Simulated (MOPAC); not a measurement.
MOPAC input (AM1):

```
AM1 1SCF CHARGE=-1 GEO-OK AUX(PRECISION=9) THREADS=1
C4H2BrSe

Br    1.88109700 1   -0.80092100 1    0.05503700 1
C    -0.00258700 1   -0.40796400 1    0.02944600 1
C    -0.97521400 1   -1.35583600 1    0.09928200 1
C    -2.31096700 1   -0.82986900 1    0.06328600 1
C    -2.54504100 1    0.53151400 1   -0.03461900 1
Se   -0.79227100 1    1.30412200 1   -0.09295200 1
H    -0.74575300 1   -2.41392900 1    0.17530500 1
H    -3.15258200 1   -1.52103900 1    0.11440300 1
```

From the output:

```
                                                       MOPAC v23.2.5 Linux

          FINAL HEAT OF FORMATION =         69.47204 KCAL/MOL =     290.67103 KJ/MOL

          COSMO AREA              =        141.50 SQUARE ANGSTROMS
          COSMO VOLUME            =        136.10 CUBIC ANGSTROMS

          IONIZATION POTENTIAL    =          3.607003 EV
          HOMO LUMO ENERGIES (EV) =         -3.607  4.444
          NO. OF FILLED LEVELS    =         16
          MOLECULAR WEIGHT        =        208.9238         POINT GROUP:  Cs

          MOLECULAR DIMENSIONS (Angstroms)

            Atom       Atom       Distance
            H     8   Br     1     5.08527
            H     7   Se     6     3.69651
            C     5    C     3     0.00000

          SCF CALCULATIONS        =          1

   ATOM   CHEMICAL          X               Y               Z
  NUMBER   SYMBOL      (ANGSTROMS)     (ANGSTROMS)     (ANGSTROMS)

     1      Br          1.88109700  *  -0.80092100  *   0.05503700  *
     2       C         -0.00258700  *  -0.40796400  *   0.02944600  *
     3       C         -0.97521400  *  -1.35583600  *   0.09928200  *
     4       C         -2.31096700  *  -0.82986900  *   0.06328600  *
     5       C         -2.54504100  *   0.53151400  *  -0.03461900  *
     6      Se         -0.79227100  *   1.30412200  *  -0.09295200  *
     7       H         -0.74575300  *  -2.41392900  *   0.17530500  *
     8       H         -3.15258200  *  -1.52103900  *   0.11440300  *

                             CARTESIAN COORDINATES

   1   Br        1.881097000    -0.800921000     0.055037000
   2    C       -0.002587000    -0.407964000     0.029446000
   3    C       -0.975214000    -1.355836000     0.099282000
   4    C       -2.310967000    -0.829869000     0.063286000
   5    C       -2.545041000     0.531514000    -0.034619000
   6   Se       -0.792271000     1.304122000    -0.092952000
   7    H       -0.745753000    -2.413929000     0.175305000
   8    H       -3.152582000    -1.521039000     0.114403000

           Empirical Formula: C4 H2 Br Se  =     8 atoms

      MOLECULAR POINT GROUP   :   Cs

                  EIGENVALUES
 -31.38329 -27.55583 -23.05558 -18.69693 -13.92134 -13.41039 -11.64273  -8.92895
  -8.69257  -7.90582  -6.97817  -6.92316  -6.13003  -3.98372  -3.61255  -3.60700
   4.44429   5.14366   5.42180   6.27271   7.08218   8.65146   9.34134   9.79596
  10.22042  10.92197

              NET ATOMIC CHARGES AND DIPOLE CONTRIBUTIONS

  ATOM NO.   TYPE          CHARGE      No. of ELECS.   s-Pop       p-Pop
    1         Br          -0.060594        7.0606     1.96585     5.09475
    2          C          -0.369412        4.3694     1.30114     3.06827
    3          C          -0.088496        4.0885     1.22118     2.86732
    4          C          -0.411838        4.4118     1.23270     3.17914
    5          C          -0.198728        4.1987     1.69787     2.50086
    6         Se          -0.077678        6.0777     1.94427     4.13341
    7          H           0.104437        0.8956     0.89556
    8          H           0.102309        0.8977     0.89769
 DIPOLE           X         Y         Z       TOTAL
 POINT-CHG.     5.561     0.458    -0.041     5.580
 HYBRID         0.800    -2.376     0.170     2.513
 SUM            6.361    -1.918     0.129     6.645

          ATOMIC ORBITAL ELECTRON POPULATIONS

     Atom    s        px        py        pz
    1 Br   1.96585   1.16032   1.94814   1.98630
    2  C   1.30114   0.83023   0.98937   1.24866
    3  C   1.22118   0.94092   0.94943   0.97697
    4  C   1.23270   0.91411   0.98985   1.27517
    5  C   1.69787   0.84127   0.99149   0.66810
    6 Se   1.94427   1.20162   1.09236   1.83943
    7  H   0.89556
    8  H   0.89769

 **********************
 *                    *
 * JOB ENDED NORMALLY *
 *                    *
 **********************

 == MOPAC DONE ==
```

The dipole moment of an ion depends on the origin.

The geometry given is a B3LYP-D3(BJ)/def2-TZVP minimum.
